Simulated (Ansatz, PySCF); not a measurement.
Gas-phase reaction (SMILES): C1=CO[SiH2]C=C1 + 4 C (CH4) + O (H2O) + [SiH4] (SiH4) -> 2 C=C (C2H4) [ethene] + CC (C2H6) [ethane] + CO (CH4O) + C[SiH3] [methylsilane] + O[SiH3] [hydroxysilane]; bond separation energy.

Structures are relaxed separately at B3LYP-D3(BJ)/def2-TZVP in Ansatz (an electronic-structure program), one conformer each, not searched for the lowest. Valence correlation only, unless marked. No spin-orbit coupling. Non-relativistic. CBS(X,Y): correlation extrapolated as X^-3; Hartree-Fock from the larger set. The bracket is a focal-point correction in the basis named. Unstable Hartree-Fock reference: C1=CO[SiH2]C=C1. Thermal terms are rigid-rotor harmonic-oscillator values from B3LYP-D3(BJ) frequencies (PySCF) at 298.15 K and 1 atm. 1 Eh = 627.5095 kcal/mol.

| species | E, RI-MP2/CBS(cc-pV(T+d)Z,cc-pV(Q+d)Z)+[CCSD(T)-MP2]/cc-pV(T+d)Z (Ansatz) (Eh) | E, wB97M-V/def2-TZVPD (Ansatz) (Eh) | H - E (Eh) | G - E (Eh) |
|---|---|---|---|---|
| C1=CO[SiH2]C=C1 | -520.07073 | -520.74453 | 0.09462 | 0.05828 |
| C (CH4) | -40.46125 | -40.49098 | 0.04840 | 0.02728 |
| C=C (C2H4) | -78.47961 | -78.56640 | 0.05494 | 0.03009 |
| CC (C2H6) | -79.71807 | -79.79204 | 0.07887 | 0.05302 |
| CO (CH4O) | -115.61425 | -115.71687 | 0.05533 | 0.02827 |
| C[SiH3] | -330.73641 | -331.16515 | 0.06602 | 0.03705 |
| O (H2O) | -76.37659 | -76.43347 | 0.02495 | 0.00353 |
| O[SiH3] | -366.68646 | -367.14149 | 0.04319 | 0.01395 |
| [SiH4] (SiH4) | -291.46100 | -291.84546 | 0.03520 | 0.01198 |

Q: Work out ΔE and ΔH, ΔG, ΔS and the equilibrium constant at 298.15 K at the first level, then ΔH at the second.

A: 
1. ΔE = [2×(-78.47961) + (-79.71807) + (-115.61425) + (-330.73641) + (-366.68646)] - [(-520.07073) + 4×(-40.46125) + (-76.37659) + (-291.46100)] = 0.03891 Eh = 24.4 kcal/mol at RI-MP2/CBS(cc-pV(T+d)Z,cc-pV(Q+d)Z)+[CCSD(T)-MP2]/cc-pV(T+d)Z.
2. The terms H - E add up to 0.00492 Eh, so ΔH = (0.03891 + (0.00492))×627.5095 = 27.5 kcal/mol.
3. The terms G - E add up to 0.00956 Eh, so ΔG = 30.4 kcal/mol, and ΔS = (0.00492 - (0.00956))×627509.5/298.15 = -9.8 cal/(mol K).
4. log10 K = -ΔG/(RT ln 10) = -22.3, with RT ln 10 = 1.3642 kcal/mol.
5. At wB97M-V/def2-TZVPD the same steps give ΔE = 24.5 and ΔH = 27.6 kcal/mol, a shift of +0.1 from the first level.
6. These values are not checked against measurement here, since the tables used lack a sound gas-phase enthalpy of formation for at least one species.
